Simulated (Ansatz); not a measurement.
Mulliken charges of ClF$_{3}$H$_{2}$O$_{2}$W, SMILES `[OH][W]([OH])([F])([F])([F])[Cl]` from r2SCAN/def2-TZVPP in Ansatz (PBE0-D4/def2-TZVP geometry).

```csv
atom,x (Å),y (Å),z (Å),charge (e)
O1,-1.613,-0.042,0.870,-0.307
W2,-0.031,-0.231,-0.071,1.223
O3,1.616,0.060,-0.865,-0.307
F4,-0.884,0.316,-1.626,-0.266
F5,0.813,-0.852,1.463,-0.266
F6,0.208,1.572,0.480,-0.334
Cl7,-0.316,-2.387,-0.729,-0.205
H8,-1.960,0.716,1.347,0.231
H9,2.167,0.847,-0.870,0.231
```

Problem. By hand: the dipole of these point charges (1 e Å = 4.8032 D).

Solution. Σ q r = (0.023, 0.180, 0.054) e Å, of length 0.189 e Å = 0.91 D.

Problem. How does the dipole of the full density compare? (An estimate is asked.)

Solution. Ansatz gave: (0.044, 0.336, 0.102) e Å, 1.70 D; the point charges give 0.54 times that, at 0° from its direction.

Point charges leave out the atoms' own dipoles, such as those of lone pairs, and Mulliken's split depends on the basis, so the two needn't agree.
